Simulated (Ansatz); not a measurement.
The inner images of a band of BrCl2FH2OZr (8 atoms, charge 0, multiplicity 1) are given out of order.

Theory: RKS B3LYP-D4/def2-SVP (Ansatz).

Image 0:

```xyz
8
Properties=species:S:1:pos:R:3
Zr -0.093 -0.062 -0.048
O -0.186 -0.046 1.881
H -0.495 -0.423 2.712
Cl 2.102 -0.401 -0.841
Cl -1.209 1.777 -1.016
F -1.077 -1.594 -0.574
Br 1.669 2.724 1.599
H 0.961 1.687 2.295
```

Image 6:

```xyz
8
Properties=species:S:1:pos:R:3
Zr 0.485 0.375 -0.045
O -0.569 0.580 2.061
H -0.834 -0.255 2.477
Cl 1.766 -0.164 -1.944
Cl -1.262 1.645 -0.978
F 0.015 -1.405 0.483
Br 2.229 1.747 1.217
H -0.160 1.140 2.739
```

Put them in order from the first end to the last, with their energies above the first end.
A.
```xyz
8
Properties=species:S:1:pos:R:3
Zr 0.282 0.490 -0.064
O -0.088 0.201 2.151
H -0.560 -0.525 2.588
Cl 2.063 -0.382 -1.316
Cl -1.159 1.772 -1.397
F -0.764 -1.115 0.121
Br 1.574 2.407 1.144
H 0.324 0.815 2.781
```
B.
```xyz
8
Properties=species:S:1:pos:R:3
Zr 0.196 0.384 -0.057
O -0.060 0.158 2.100
H -0.474 -0.437 2.740
Cl 2.127 -0.386 -1.129
Cl -1.193 1.818 -1.275
F -0.861 -1.216 -0.111
Br 1.475 2.390 1.298
H 0.460 0.953 2.440
```
C.
```xyz
8
Properties=species:S:1:pos:R:3
Zr 0.351 0.468 -0.057
O -0.255 0.341 2.149
H -0.663 -0.460 2.516
Cl 1.988 -0.303 -1.556
Cl -1.226 1.731 -1.242
F -0.513 -1.229 0.231
Br 1.822 2.238 1.127
H 0.167 0.877 2.839
```
D.
```xyz
8
Properties=species:S:1:pos:R:3
Zr 0.079 0.207 0.007
O -0.078 0.129 2.033
H -0.486 -0.447 2.694
Cl 2.110 -0.385 -1.019
Cl -1.187 1.794 -1.180
F -0.945 -1.366 -0.247
Br 1.484 2.431 1.486
H 0.693 1.301 2.233
```
E.
```xyz
8
Properties=species:S:1:pos:R:3
Zr 0.414 0.424 -0.053
O -0.427 0.480 2.117
H -0.768 -0.350 2.487
Cl 1.884 -0.241 -1.766
Cl -1.249 1.711 -1.091
F -0.273 -1.326 0.339
Br 2.056 1.982 1.169
H 0.034 0.983 2.806
```

D (+0.106 eV), B (-0.469 eV), A (-0.700 eV), C (-0.728 eV), E (-0.770 eV).

Time of the run: 5 min on 4 threads of Arm Neoverse V1 (shared host), peak memory 0.43 GiB.
